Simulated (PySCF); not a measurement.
# Simulated characterisation data

[PySCF 2.14.0 with density-fitted response routines: coordinates at the GFN2-xTB level; GIAO PBE0/pcSseg-1 shieldings; relativity neglected; a single conformation; no solvent model; equivalent nuclei averaged]

References, each an isolated molecule treated in the same way: $^{1}$H (σ = 31.72 ppm) and $^{13}$C (σ = 186.93 ppm) vs TMS. Where no couplings were computed, multiplicities follow the n + 1 count of equivalent neighbours, and m marks all less simple cases (inequivalent or close neighbours, rings, F or P nearby). Shifts are as computed. Against solution values, carbons near 30 ppm lie about +3 ppm off and those near 130 ppm about +5 ppm; carbons on Cl a further +6 ppm. Of 1211 compounds with measured shifts, 218 miss one by over three times the rms of a fit or turn the order of signals round; such compounds aren't used in these exercises. Carbons bonded to Cl come out too deshielded.

**1.** `C(/C(=C(/C=C)C(=O)Cl)C)C`, C8H11ClO. $^{1}$H NMR (600 MHz, computed): δ 6.62 (m, 1H), 5.97 (m, 1H), 5.72 (m, 1H), 2.48 (q, 2H), 2.05 (s, 3H), 1.20 (t, 3H). $^{13}$C{$^{1}$H} NMR (computed): δ 177.3, 171.8, 142.4, 136.7, 132.9, 36.3, 25.3, 15.7.

**2.** SMILES C=C=CCc1ccncc1, C9H9N. $^{1}$H NMR (600 MHz, computed): δ 8.92 (d, 2H), 7.25 (d, 2H), 5.31 (m, 1H), 5.02 (m, 2H), 3.33 (m, 2H). $^{13}$C{$^{1}$H} NMR (computed): δ 220.1 (C), 156.3 (CH), 156.0 (C), 128.3 (CH), 97.7 (CH), 79.0 (CH2), 42.3 (CH2).
